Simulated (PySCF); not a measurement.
Al(H)(Me)(PH2) (CH6AlP), SMILES [CH3][AlH][PH2].

Geometry optimised at B3LYP-D3(BJ)/def2-SVP. One conformer was computed; it need not be the lowest.

All values below come from C-PCM-ωB97X/def2-SVP (PySCF).

The values are the electrostatic part of the solvation free energy, E(continuum) − E(gas) at the gas-phase geometry, in a cavity of scaled van der Waals radii (PySCF's table); cavitation and dispersion terms are not included. A continuum can't describe solvent molecules that bind to the metal. In vacuum the orbital gap is 9.89 eV. The dipole moment in vacuum is 1.47 D.

```csv
solvent,ε,ΔG(elec) (kcal/mol),dipole (D),gap (eV)
water,78.36,-4.8,2.05,10.39
1-octanol,9.86,-4.3,1.98,10.34
acetone,20.49,-4.6,2.02,10.37
```
